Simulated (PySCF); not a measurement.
**Electron correlation in Sb²¹⁺ (antimony, charge +21)**

Starting occupation: [Ar] 3d10 4s2. Calculation: PySCF 2.14, in an uncontracted even-tempered set (20 s from 0.57 bohr⁻², ratio 2.6; 15 p from 0.74 bohr⁻², ratio 2.6; 10 d from 0.74 bohr⁻², ratio 2.6; 6 f from 0.76 bohr⁻², ratio 2.8); X2C-1e with screened-nucleus spin-orbit coupling, Gaussian nucleus. Frozen: [Ar]; 12 electrons correlated; the 94 highest virtual spinors left out.

MP2 pair energies summed by pair of shells (mhartree):

```tsv
pair	energy	share (%)
3d3/2-3d5/2	-187.06	36.7
3d5/2-3d5/2	-131.57	25.8
3d3/2-3d3/2	-56.57	11.1
4s1/2-4s1/2	-52.00	10.2
3d5/2-4s1/2	-49.63	9.7
3d3/2-4s1/2	-32.56	6.4
```

Total MP2 correlation energy: -509.39 mhartree.

The virtual space was cut to 70 spinors, which keep -489.58 of the -509.39 mhartree of MP2 correlation.

```tsv
level	correlation energy (mhartree)
CCSD	-485.53
(T)	-1.41
CCSD(T)	-486.94
```

Diagnostics: T1 = 0.00068, largest double amplitude 0.070.

Question: Is a single reference adequate?

Answer: Yes: T1 lies below 0.03 and no double amplitude reaches 0.07.

The coupled-cluster values are those of the cut space; adding the MP2 remainder, -19.81 mhartree, estimates the full space.

At this charge the one-electron X2C treatment keeps the bare 1/r₁₂, with no two-electron picture change or Breit term. The effect here is smaller than on the frozen 1s shell.
